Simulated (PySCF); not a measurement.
PySCF job for C2H6GeN2, SMILES [CH2]1N=[CH][Ge@@H]1[NH2], PBE-D3(BJ)/def2-SVP. The structure is a stationary point at PBE-D3(BJ)/def2-SVP. The structure was generated by enumeration; whether it is a known compound was not checked. Other conformers were not sampled.

```python
import numpy as np
from pyscf import gto, scf, dft, df
from pyscf.hessian import thermo

mol = gto.M(
    atom='''
    N     1.93089819   -0.00705220    0.80721571
    Ge    0.41604589   -0.20840862   -0.23396317
    C    -1.32101771   -0.71138909    0.61306845
    N    -2.00152375    0.30049302    0.18713853
    C    -1.05540326    1.17592698   -0.52986791
    H     2.79704665    0.16439686    0.28562648
    H     1.85816419    0.67371917    1.57021147
    H     0.89974145   -1.03156983   -1.46925974
    H    -1.79251622   -1.51939874    1.20906959
    H    -0.93327066    2.14544954   -0.00220220
    H    -1.38972900    1.39516564   -1.56630723
    ''',
    basis='def2-SVP',
    charge=0,
    spin=0,
    max_memory=1600,
    verbose=3,
)
mf = dft.RKS(mol, xc='pbe').density_fit(auxbasis='def2-universal-jkfit')
mf.disp = 'd3bj'
mf.grids.level = 3
mf.conv_tol = 1e-11
mf.max_cycle = 100
mf.kernel()

# [left out here: the lines that compute and print the analytic Hessian (its translational invariance restored by hand, since the grid's response is missing), thermochemistry and intensities]
```

Log of the run:

```
[...]
Mode                                 6                   7                   8
Irrep
Freq [cm^-1]                      521.5956            593.5246            613.1088
Reduced mass [au]                   3.2160              1.1276              1.2100
Force const [Dyne/A]                0.5155              0.2340              0.2680
Char temp [K]                     750.4600            853.9498            882.1270
Normal mode                   x     y     z       x     y     z       x     y     z
       0   N                 0.02 -0.03  0.04    0.00 -0.00 -0.01   -0.04  0.01 -0.03
       1  Ge                 0.01  0.03 -0.02    0.01  0.02 -0.01    0.02 -0.01  0.00
       2   C                -0.13 -0.02  0.09   -0.03 -0.04 -0.02    0.01  0.03  0.03
       3   N                -0.04 -0.01 -0.00   -0.01  0.00  0.03   -0.01 -0.01 -0.02
       4   C                 0.09 -0.11  0.04    0.01 -0.04  0.02    0.00  0.04  0.06
       5   H                -0.04  0.08 -0.04    0.07  0.04  0.10    0.09 -0.02  0.19
       6   H                -0.05  0.15 -0.12   -0.06 -0.11  0.08   -0.28  0.06 -0.10
       7   H                -0.00  0.18 -0.13   -0.29 -0.74  0.39   -0.55  0.06 -0.26
       8   H                -0.23  0.05  0.12   -0.11 -0.07 -0.12   -0.04 -0.09 -0.17
       9   H                 0.13 -0.10  0.01    0.12 -0.03 -0.02   -0.30  0.21 -0.17
      10   H                 0.22 -0.12 -0.01    0.03 -0.05  0.01    0.14 -0.29 -0.06
Mode                                 9                  10                  11
Irrep
Freq [cm^-1]                      678.3018            718.7531            770.3718
Reduced mass [au]                   3.4197              1.4227              3.0801
Force const [Dyne/A]                0.9270              0.4330              1.0770
Char temp [K]                     975.9252           1034.1256           1108.3936
Normal mode                   x     y     z       x     y     z       x     y     z
       0   N                 0.16  0.05  0.10    0.02  0.00 -0.00   -0.01 -0.01 -0.02
       1  Ge                -0.04 -0.01 -0.02    0.01  0.00  0.02    0.01  0.01  0.00
       2   C                -0.00 -0.01  0.02   -0.00 -0.02 -0.09   -0.08 -0.10  0.07
       3   N                 0.03 -0.01 -0.01   -0.02  0.03  0.05    0.16 -0.00 -0.03
       4   C                 0.00  0.03  0.00   -0.01 -0.06 -0.08   -0.05  0.06 -0.05
       5   H                 0.29 -0.06  0.26    0.11 -0.03  0.15    0.03  0.03  0.07
       6   H                 0.15 -0.04  0.18   -0.13  0.03 -0.04   -0.15  0.04 -0.08
       7   H                -0.11  0.03 -0.08   -0.50  0.14 -0.27   -0.03 -0.00 -0.03
       8   H                -0.03 -0.04 -0.04    0.13  0.10  0.18   -0.35  0.07  0.09
       9   H                -0.06  0.06 -0.05    0.28 -0.21  0.11   -0.08  0.02  0.04
      10   H                 0.02 -0.06 -0.02   -0.17  0.24  0.04   -0.25  0.14  0.03
Mode                                12                  13                  14
Irrep
Freq [cm^-1]                      873.7318            877.0720            944.2821
Reduced mass [au]                   1.1889              1.1720              5.4302
Force const [Dyne/A]                0.5348              0.5312              2.8528
Char temp [K]                    1257.1055           1261.9114           1358.6118
Normal mode                   x     y     z       x     y     z       x     y     z
       0   N                 0.02 -0.01 -0.02    0.04 -0.04 -0.06    0.00  0.00 -0.00
       1  Ge                -0.01  0.00  0.00   -0.01  0.00  0.01   -0.01  0.00  0.00
       2   C                -0.02 -0.05 -0.08    0.01  0.03  0.01    0.03  0.07 -0.05
       3   N                -0.00 -0.00  0.00   -0.03  0.00  0.01    0.09  0.08 -0.07
       4   C                 0.01  0.03  0.04    0.00 -0.02 -0.02   -0.08 -0.16  0.11
       5   H                 0.11  0.02  0.14    0.31  0.03  0.41    0.02  0.00  0.02
       6   H                -0.17  0.02 -0.06   -0.50  0.11 -0.24   -0.01  0.00 -0.00
       7   H                 0.12 -0.09  0.11    0.39  0.06  0.12    0.02  0.02 -0.00
       8   H                 0.18  0.36  0.63    0.04 -0.15 -0.22   -0.07  0.15 -0.05
       9   H                -0.27  0.08  0.00    0.14 -0.04 -0.00   -0.10 -0.13  0.07
      10   H                 0.26 -0.10 -0.07   -0.04  0.04  0.01   -0.11 -0.16  0.12
Mode                                15                  16                  17
Irrep
Freq [cm^-1]                     1091.5734           1105.8687           1207.0534
Reduced mass [au]                   1.2330              1.2858              1.3645
Force const [Dyne/A]                0.8656              0.9265              1.1714
Char temp [K]                    1570.5311           1591.0988           1736.6812
Normal mode                   x     y     z       x     y     z       x     y     z
       0   N                -0.00  0.00 -0.00   -0.00  0.00 -0.00    0.01  0.00 -0.00
       1  Ge                 0.00 -0.00  0.00   -0.00 -0.00  0.00   -0.00 -0.00  0.00
       2   C                 0.02 -0.02 -0.01    0.04 -0.01  0.01    0.10  0.02 -0.04
       3   N                -0.00 -0.03 -0.04    0.03  0.01  0.04   -0.06 -0.06  0.04
       4   C                -0.07  0.06  0.07   -0.12  0.00 -0.03    0.05  0.00 -0.01
       5   H                -0.01  0.00 -0.01   -0.00 -0.00 -0.01    0.02 -0.00  0.01
       6   H                -0.01  0.00 -0.00   -0.00 -0.01  0.01   -0.02  0.00 -0.00
       7   H                 0.00  0.04 -0.03   -0.00  0.03 -0.03    0.02  0.03  0.01
       8   H                -0.05  0.13  0.14   -0.21  0.04 -0.13   -0.68  0.45 -0.07
       9   H                 0.75  0.15 -0.30    0.12 -0.15  0.18   -0.09  0.03 -0.02
      10   H                -0.06 -0.28  0.00    0.73  0.09 -0.28   -0.14  0.03  0.05
Mode                                18                  19                  20
Irrep
Freq [cm^-1]                     1367.1307           1489.8929           1585.2574
Reduced mass [au]                   1.1006              1.1013              8.8242
Force const [Dyne/A]                1.2120              1.4403             13.0654
Char temp [K]                    1966.9967           2143.6242           2280.8324
Normal mode                   x     y     z       x     y     z       x     y     z
       0   N                 0.00  0.00  0.00    0.06  0.04  0.03    0.00  0.00  0.00
       1  Ge                -0.00 -0.00 -0.00   -0.00  0.00 -0.00   -0.00  0.00  0.00
       2   C                 0.02 -0.03  0.01    0.00 -0.00  0.00   -0.11  0.16 -0.06
       3   N                -0.01  0.01 -0.01   -0.00  0.00 -0.00    0.09 -0.15  0.06
       4   C                -0.02 -0.07  0.04    0.00  0.00 -0.00    0.00 -0.00  0.00
       5   H                -0.00 -0.00 -0.00   -0.18 -0.43 -0.48   -0.01 -0.01 -0.02
       6   H                -0.00 -0.00  0.00   -0.64 -0.19  0.13   -0.02 -0.01  0.00
       7   H                -0.00  0.00  0.00    0.01 -0.02 -0.00   -0.00 -0.02 -0.01
       8   H                -0.00 -0.01  0.01    0.01 -0.01  0.00    0.09  0.07 -0.06
       9   H                -0.06  0.31 -0.59   -0.00 -0.00  0.01    0.04  0.04 -0.09
      10   H                 0.16  0.64  0.11   -0.01 -0.01  0.00    0.06  0.08  0.00
Mode                                21                  22                  23
Irrep
Freq [cm^-1]                     2022.7726           2986.4008           3042.5540
Reduced mass [au]                   1.0224              1.0581              1.0940
Force const [Dyne/A]                2.4647              5.5601              5.9670
Char temp [K]                    2910.3194           4296.7659           4377.5578
Normal mode                   x     y     z       x     y     z       x     y     z
       0   N                 0.00 -0.00  0.00    0.00 -0.00  0.00    0.00 -0.00 -0.00
       1  Ge                 0.00 -0.01 -0.01   -0.00  0.00 -0.00   -0.00 -0.00  0.00
       2   C                -0.01 -0.00  0.00   -0.00 -0.00  0.00    0.03  0.06 -0.05
       3   N                 0.01 -0.00  0.00    0.00 -0.00  0.00    0.00 -0.00  0.00
       4   C                -0.00  0.00 -0.00    0.01 -0.06  0.03    0.00 -0.00  0.01
       5   H                -0.00 -0.01 -0.01    0.00  0.00  0.00    0.00  0.00  0.00
       6   H                -0.01 -0.00 -0.00    0.00  0.00  0.00    0.00  0.00 -0.00
       7   H                -0.30  0.52  0.78    0.00 -0.00 -0.00    0.00 -0.00 -0.00
       8   H                 0.00 -0.01  0.00    0.02  0.04 -0.03   -0.40 -0.69  0.51
       9   H                 0.01 -0.00 -0.00    0.09  0.58  0.34   -0.00 -0.02 -0.01
      10   H                 0.00 -0.00 -0.01   -0.20  0.11 -0.65   -0.03  0.02 -0.09
Mode                                24                  25                  26
Irrep
Freq [cm^-1]                     3045.9877           3454.3481           3557.5681
Reduced mass [au]                   1.1072              1.0493              1.0955
Force const [Dyne/A]                6.0527              7.3768              8.1689
Char temp [K]                    4382.4981           4970.0379           5118.5484
Normal mode                   x     y     z       x     y     z       x     y     z
       0   N                 0.00 -0.00 -0.00    0.04  0.04  0.01   -0.04  0.02  0.06
       1  Ge                -0.00 -0.00 -0.00   -0.00  0.00 -0.00   -0.00  0.00  0.00
       2   C                 0.00  0.01 -0.00   -0.00  0.00  0.00    0.00  0.00 -0.00
       3   N                 0.00 -0.00  0.00   -0.00 -0.00  0.00   -0.00  0.00  0.00
       4   C                -0.02 -0.04 -0.08    0.00 -0.00 -0.00    0.00 -0.00  0.00
       5   H                 0.00 -0.00  0.00   -0.60 -0.09  0.37    0.56  0.11 -0.33
       6   H                 0.00  0.00  0.00    0.07 -0.43 -0.51    0.04 -0.46 -0.52
       7   H                -0.00  0.00  0.00    0.00 -0.00 -0.00    0.00 -0.00 -0.00
       8   H                -0.04 -0.06  0.05   -0.00 -0.00  0.00   -0.00 -0.00  0.00
       9   H                 0.07  0.59  0.32    0.00  0.00  0.00    0.00  0.00  0.00
      10   H                 0.20 -0.13  0.61   -0.00  0.00  0.00    0.00  0.00 -0.00
temperature 298.1500 [K]
pressure 101325.00 [Pa]
Rotational constants [GHz] 7.85541 2.52847 2.31856
Symmetry number 1
Zero-point energy (ZPE) 0.07798 [Eh]   204744.817 [J/mol]
                           tot       elec      trans        rot        vib
Entropy [J/mol/K]       337.592      0.000    169.521    110.241     57.831
Cv [J/mol/K]            101.138      0.000     12.472     12.472     76.195
Cp [J/mol/K]            109.453      0.000     20.786     12.472     76.195
Internal energy [J/mol]                      3718.434   3718.434 214995.111
Internal energy [Eh]   -2265.25241  -2265.33713
Enthalpy [J/mol]                             6197.391   3718.434 214995.111
Enthalpy [Eh]          -2265.25147
Gibbs free energy [J/mol]                  -44345.150 -29149.913 197752.864
Gibbs free energy [Eh] -2265.28980
mode   freq/cm-1   IR/(km/mol)
   1       96.80         3.026
   2      162.89         4.225
   3      239.80        30.607
   4      328.13         3.873
   5      406.80         1.888
   6      449.09       160.115
   7      521.60        31.499
   8      593.52        24.716
   9      613.11        31.350
  10      678.30        50.703
  11      718.75        49.069
  12      770.37        35.047
  13      873.73        11.893
  14      877.07        30.020
  15      944.28         9.724
  16     1091.57         3.184
  17     1105.87         2.172
  18     1207.05        23.467
  19     1367.13         1.416
  20     1489.89        16.564
  21     1585.26        19.491
  22     2022.77       176.601
  23     2986.40        21.558
  24     3042.55        30.975
  25     3045.99         6.647
  26     3454.35        13.025
  27     3557.57        15.186
max |gradient| / (hartree/bohr): 5.188176469018592e-05
APT charges: [-0.7198  1.152   0.0553 -0.4772  0.0014  0.1391  0.1523 -0.2632 -0.0143
 -0.0096 -0.0161]
```

The run converged.
